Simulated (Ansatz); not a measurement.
Calculated with Ansatz (gas phase, PBE0-D4/def2-TZVP geometries, no zero-point term in ΔE). CBS: MP2 limit from def2 TZ/QZ plus the TZ coupled-cluster correction, frozen cores. Functionals use def2-TZVPP. B3LYP here is the variant with VWN-RPA as its local correlation; programs differ in this. def2 core potentials past Kr. For Sn outer-core shells are correlated without core-valence functions, which leaves a few kJ/mol of doubt a bond. Each species was taken in one conformer, which may not be the lowest.

Reaction (cleavage of the Si–Sn bond): `[F][Sn]([F])([SiH3])[SiH3]` + `[SiH3]S[SiH2]S` → `[SiH3]S[SiH2]S[SiH3]` + `[F][SnH]([F])[SiH3]`

| level | ΔE (kJ/mol) | difference from CCSD(T)/CBS |
| --- | --- | --- |
| PBE-D4 | -27.1 | 8.7 |
| r2SCAN-D4 | -33.5 | 2.3 |
| PBE0-D4 | -32.9 | 2.9 |
| PBE | -20.4 | 15.4 |
| r2SCAN | -31.9 | 3.9 |
| B3LYP | -21.2 | 14.6 |
| CCSD/def2-TZVPP | -34.5 | 1.3 |
| HF/def2-QZVPP | -35.8 | 0.0 |
| SCS-MP2/def2-QZVPP | -40.7 | -4.9 |
| MP2/CBS(def2) | -42.8 | -7.0 |
| CCSD(T)/CBS | -35.8 | 0 |

Largest T1 diagnostic among the species: 0.015.

The D4 term adds −10.9 kJ/mol with B3LYP and −5.8 kJ/mol with PBE0; it sums over pairs of atoms, weighted by their polarisabilities, and B3LYP, whose exchange is more repulsive, gets the larger term. From PBE to PBE0 (25 % exact exchange), in def2-TZVPP and without D4, ΔE moves by −6.7 kJ/mol.

CCSD(T)/CBS has its own doubt, a few kJ/mol and more with outer-core shells, so smaller differences from it don't rank the levels.
